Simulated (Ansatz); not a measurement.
Reaction (isomerisation): `[SiH3][CH2][GeH2][SH]` → `C[S][GeH2][SiH3]`

Calculated with Ansatz (gas phase, PBE0-D4/def2-TZVP geometries, no zero-point term in ΔE). CCSD(T)/CBS is the MP2 limit (def2-TZVPP, def2-QZVPP) plus CCSD(T) − MP2 in def2-TZVPP, frozen cores. DFT in def2-TZVPP. For Ge outer-core shells are correlated without core-valence functions, which leaves a few kJ/mol of doubt a bond. Scalar relativity is left out up to krypton. One conformer a species, not always the lowest.

(1) Is it downhill or uphill in electronic energy at CCSD(T)/CBS, and by how much? (Estimate.)

(2) What do these levels give: PBE-D4, ωB97X-V, r2SCAN, CCSD/def2-TZVPP, SCS-MP2/def2-QZVPP, HF/CBS(def2)? (An estimate is asked.)

Largest T1 diagnostic among the species: 0.011.

## Answers

(1) The calculation gave: Uphill: ΔE = +0.34 eV.

(2) Ansatz gave: PBE-D4 0.18, ωB97X-V 0.31, r2SCAN 0.27, CCSD/def2-TZVPP 0.38, SCS-MP2/def2-QZVPP 0.39, HF/CBS(def2) 0.35 eV.

From PBE to PBE0 (25 % exact exchange), in def2-TZVPP and without D4, ΔE moves by +0.06 eV.
